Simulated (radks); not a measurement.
All-electron atom: Rh+ in [Kr] 4d8.

Calculated with a radial shooting solver on a logarithmic mesh with Libxc functionals: non-relativistic Kohn-Sham, LDA (Slater exchange, VWN5 correlation), spin-polarised, spherical densities, point nucleus; open shells are filled with parallel spins first (spin-orbit coupling, left out, can overturn this in heavy ions); relativity is left out, which matters for an element this heavy.

Energy parts (eV):
| part | energy |
|---|---|
| total | -127432.437 |
| kinetic | 127350.351 |
| electron-nucleus | -303216.433 |
| Hartree | 52002.362 |
| exchange-correlation | -3568.718 |

Orbitals (lengths in bohr, moments of r in powers of bohr; <r^-3> diverges for s and p1/2):
orbital  occ.  eigenvalue (eV)  <r^-3>   <1/r>      <r^4>
1s up       1        -22351.75       -   44.44  5.972e-06
1s down     1        -22351.75       -   44.44  5.972e-06
2s up       1        -3186.013       -   10.07   0.001110
2s down     1        -3185.705       -   10.07   0.001110
2p up       3        -2956.068    2882   10.08  0.0007364
2p down     3        -2955.831    2882   10.08  0.0007363
3s up       1        -572.5901       -   3.546    0.05330
3s down     1        -572.3776       -   3.547    0.05324
3p up       3        -481.4314   494.5   3.464    0.05370
3p down     3        -481.2014   494.5   3.464    0.05362
3d up       5        -312.8004   75.75   3.304    0.05068
3d down     5        -312.4965   75.76   3.304    0.05056
4s up       1         -85.0320       -   1.353      2.035
4s down     1         -83.7659       -   1.355      2.033
4p up       3         -57.3352   78.40   1.235      3.027
4p down     3         -56.0482   78.62   1.236      3.037
4d up       5         -14.5816   6.544  0.8903      16.50
4d down     3         -13.3894   6.439  0.8819      18.23

The highest occupied level is 4d down at -13.389 eV. The electron density at the nucleus is 6.361e+04 e/bohr^3. Spin moment in Bohr magnetons: 2. Virial ratio -V/T = 2.00064. The spin density at the nucleus is -0.6141 e/bohr^3 (1s -0.0314, 2s -0.2204, 3s -0.0445, 4s -0.3179). Summed over all electrons, <r^2> = 36.78 bohr^2, which gives a Langevin (diamagnetic) susceptibility term of -29.1 x 10^-6 cm^3/mol.
